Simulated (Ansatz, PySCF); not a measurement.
This triplet is an excited state, 2.76 eV above the relaxed singlet at the level frozen-core CCSD(T)/cc-pVTZ // PBE0-D3(BJ)/def2-TZVP (Ansatz, a program for electronic structure).

Cartesian coordinates (Å):
```xyz
5

O      1.3881     0.0667     0.1486
Si    -0.0111    -0.7393    -0.2200
O     -1.3852     0.1233    -0.5528
H      1.9555     0.2541    -0.6037
H     -1.9473     0.2951     0.2073
```
Charge 0, spin multiplicity 3.

**Question.** Predict the total energy, dipole moment and highest occupied spin orbital from PBE0-D3(BJ)/def2-TZVP (PySCF 2.14.0).

**Answer.** 
```
Item                                  Value
-----------------------------  ------------
total energy                   -11997.77 eV
dipole moment                     0.042 e·Å
highest occupied spin orbital      -4.55 eV
```
